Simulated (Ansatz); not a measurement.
A CCSD(T) single point on GeH4NS (`[NH2][GeH2][S]`) radical.

```yaml
crystal:
  periodic: [false, false, false]
  atoms:
    - {symbol: N, position_ang: [-1.052194, 0.141784, -0.526371]}
    - {symbol: Ge, position_ang: [0.521784, -0.021960, 0.395561]}
    - {symbol: S, position_ang: [0.877751, -2.156040, 0.823061]}
    - {symbol: H, position_ang: [-1.392864, 1.088944, -0.618828]}
    - {symbol: H, position_ang: [-1.064846, -0.311545, -1.429101]}
    - {symbol: H, position_ang: [0.364299, 0.808958, 1.677712]}
    - {symbol: H, position_ang: [1.807369, 0.381858, -0.367733]}
basis:
  gaussian: {orbitals: def2-SVP}
magnetization: {spin_polarized: true, initial_magnetization: 1}
correlation: {method: ccsd_t}
scf: {omitted_lower_state_checks: [cluster_reference]}
```

```sh
$ ansatz run in.yaml --threads 4 --pin off --events-out ev --progress --plain --max-ram 10444MiB
```

The program prints (abridged):

```
Functional definition: HF
823 factors; integrals over basis functions are off by at most 1.5e-3 eV
mean field evaluation 1: about -68821.5286 eV, gradient 2.2e1 eV
mean field evaluation 2: about -68821.5567 eV, gradient 2.2e1 eV
mean field evaluation 4: about -68824.3808 eV, gradient 2.4e0 eV
mean field evaluation 8: about -68824.4677 eV, gradient 1.8e-1 eV
mean field evaluation 32: about -68824.4859 eV, gradient 1.2e-1 eV
mean field -68824.48603798 eV, -2529.2532109837 hartree, gradient 3.3e-6 eV, S^2 0.758064; 5 other end points of the search recorded, 0 dependent functions left out
15 core orbitals not correlated: weight in the atoms' cores, before any rotation towards them, 1.000 or more for the frozen orbitals, at most 0.000 for the correlated occupied ones
reference -68824.48603798 eV, -2529.2532109837 hartree; 15, 14 occupied and 54, 55 virtual orbitals, 823 factors
second order -13.75432388 eV of doubles, -0.00000000 eV of singles
cycle   1  -14.10512154 eV  change   -3.5e-1 eV  update   8.7e-2
cycle   2  -14.54404863 eV  change   -4.4e-1 eV  update   2.6e-2
cycle   3  -14.61234890 eV  change   -6.8e-2 eV  update   1.2e-2
cycle   4  -14.61001481 eV  change    2.3e-3 eV  update   3.8e-3
cycle   5  -14.60994097 eV  change    7.4e-5 eV  update   1.9e-3
cycle   6  -14.60931422 eV  change    6.3e-4 eV  update   1.0e-3
cycle   7  -14.60944604 eV  change   -1.3e-4 eV  update   7.0e-4
cycle   8  -14.60956115 eV  change   -1.2e-4 eV  update   6.4e-4
cycle   9  -14.60955804 eV  change    3.1e-6 eV  update   6.0e-4
cycle  10  -14.60952708 eV  change    3.1e-5 eV  update   5.7e-4
cycle  11  -14.60971102 eV  change   -1.8e-4 eV  update   5.2e-4
cycle  12  -14.60975969 eV  change   -4.9e-5 eV  update   4.8e-4
cycle  13  -14.61013443 eV  change   -3.7e-4 eV  update   3.8e-4
cycle  14  -14.60991959 eV  change    2.1e-4 eV  update   2.6e-4
cycle  15  -14.60992719 eV  change   -7.6e-6 eV  update   1.4e-4
cycle  16  -14.60993001 eV  change   -2.8e-6 eV  update   7.8e-5
cycle  17  -14.60995637 eV  change   -2.6e-5 eV  update   4.3e-5
cycle  18  -14.60997216 eV  change   -1.6e-5 eV  update   2.2e-5
perturbative correction -0.39095407 eV, -0.0143672972 hartree
Total energy: -68839.48696421 eV, -2529.8044848546 hartree
Checks for a lower state left out: cluster_reference
```

Hardware: 4 threads of an AMD EPYC 9R45 on a shared host. Wall time 3.6 s, peak host memory 0.5 GiB.

The correlation energy is -15.001 eV, 2.6 % of it from (T); the T1 diagnostic reads 0.0130.
